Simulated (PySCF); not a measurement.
A PySCF script (with the pyscf-properties extension) for the NMR shieldings of SMILES CCC[O+](C)[AlH2-][Cl], C4H12AlClO, on a GFN2-xTB geometry:

```python
import basis_set_exchange as bse
import numpy as np
from pyscf import gto, dft
from pyscf.prop import nmr

atoms = """
C    -2.607942   -0.616396    0.456580
C    -1.385374   -0.191305   -0.347327
C    -0.229437    0.182323    0.577325
O     1.008739    0.311748   -0.102849
C     1.154336    1.468146   -0.898165
Al    2.394953   -0.991967    0.179323
Cl    3.377470   -0.366977    1.866157
H    -3.424283   -0.878716   -0.210587
H    -2.940449    0.189532    1.106953
H    -2.375181   -1.481875    1.071371
H    -1.055582   -1.014974   -0.984001
H    -1.648023    0.653599   -0.987373
H    -0.445217    1.107430    1.125963
H    -0.063983   -0.626074    1.297854
H     0.461999    1.457555   -1.742740
H     2.178427    1.450574   -1.271271
H     0.996643    2.369919   -0.299674
H     1.475770   -2.238050    0.337236
H     3.117334   -0.775242   -1.182237
"""
names = dict.fromkeys(["C", "O", "Al", "Cl", "H"], "pcSseg-1")
basis = {el: gto.basis.parse(bse.get_basis(n, elements=[el], fmt="nwchem")) for el, n in names.items()}
mol = gto.M(atom=atoms, basis=basis, charge=0, verbose=0)
mf = dft.RKS(mol, xc="PBE0")
mf.grids.level = 2
mf.grids.alignment = dft.numint.BLKSIZE   # the property module wants whole blocks of grid points
mf.conv_tol = 1e-9
mf.kernel()

calc = nmr.RKS(mf)   # GIAO
C = mf.mo_coeff
Co = C[:, mf.mo_occ > 0]
resp = mf.gen_response(singlet=True, hermi=2)
def vind(x):   # induced exchange potential for any number of trial vectors
    d = np.einsum("pi,xij,qj->xpq", C, 2 * x.reshape(-1, C.shape[1], Co.shape[1]), Co, optimize=True)
    return np.einsum("xpq,pi,qj->xij", resp(d - d.transpose(0, 2, 1)), C, Co, optimize=True).ravel()
mo1, _ = nmr.rhf.solve_mo1(calc, with_cphf=vind)
sigma = calc.kernel(mo1)
for i, s in enumerate(sigma):   # ppm
    w = np.linalg.eigvalsh((s + s.T) / 2)
    print("%2d %-2s iso %8.1f  s11 %8.1f  s22 %8.1f  s33 %8.1f" % (i, mol.atom_pure_symbol(i), w.mean(), *w))
```

Task: Give the expected output.

Result: 
```
 0 C  iso    176.3  s11    167.2  s22    173.0  s33    188.8
 1 C  iso    163.5  s11    145.2  s22    172.0  s33    173.4
 2 C  iso    108.9  s11     73.1  s22     91.6  s33    161.9
 3 O  iso    304.7  s11    268.5  s22    290.6  s33    355.1
 4 C  iso    127.4  s11     90.8  s22    108.4  s33    183.1
 5 Al iso    407.9  s11    383.8  s22    396.1  s33    443.9
 6 Cl iso    991.7  s11    876.8  s22   1028.8  s33   1069.4
 7 H  iso     30.4  s11     25.6  s22     27.4  s33     38.0
 8 H  iso     31.0  s11     26.4  s22     29.0  s33     37.7
 9 H  iso     30.8  s11     25.9  s22     29.4  s33     37.0
10 H  iso     30.0  s11     25.3  s22     30.1  s33     34.7
11 H  iso     29.8  s11     24.3  s22     30.7  s33     34.3
12 H  iso     28.2  s11     23.7  s22     29.0  s33     31.7
13 H  iso     27.2  s11     21.5  s22     28.8  s33     31.3
14 H  iso     27.9  s11     23.3  s22     26.3  s33     34.0
15 H  iso     27.2  s11     22.5  s22     26.2  s33     32.8
16 H  iso     28.4  s11     24.8  s22     25.7  s33     34.8
17 H  iso     27.6  s11     23.6  s22     27.2  s33     32.1
18 H  iso     27.7  s11     24.0  s22     26.4  s33     32.7
```

These numbers come from an equivalent density-fitted implementation of the same equations, which agrees with the script to about 0.01 ppm for H and up to a few tenths of a ppm for heavy atoms, so last digits may differ.

Size and cost of the density-fitted run: 193 basis functions, 70 s wall time on 1 thread of an Arm Neoverse N1, shared host.
